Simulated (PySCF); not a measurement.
# Radial density of V²⁺ (vanadium, charge +2)

PBE, [Ar] 3d3, high-spin 4F determinant. All numbers are calculated (PySCF 2.14, no relativity, point nucleus, in 6-31G*).

```csv
r (bohr),4πr²ρ (e/bohr),4πr²(ρα − ρβ)
0.00124,0.1458,0.0000
0.00208,0.4027,0.0000
0.00350,1.075,0.0000
0.00589,2.710,0.0000
0.00990,6.396,0.0000
0.0167,13.26,0.0000
0.0280,22.46,0.0001
0.0471,27.29,0.0002
0.0793,22.53,0.0012
0.133,22.53,0.0130
0.224,29.57,0.1357
0.377,15.23,0.6909
0.635,9.995,1.8511
1.07,9.771,2.0846
1.80,2.062,0.9020
3.02,0.1527,0.1339
5.08,3.286e-05,0.0000
```
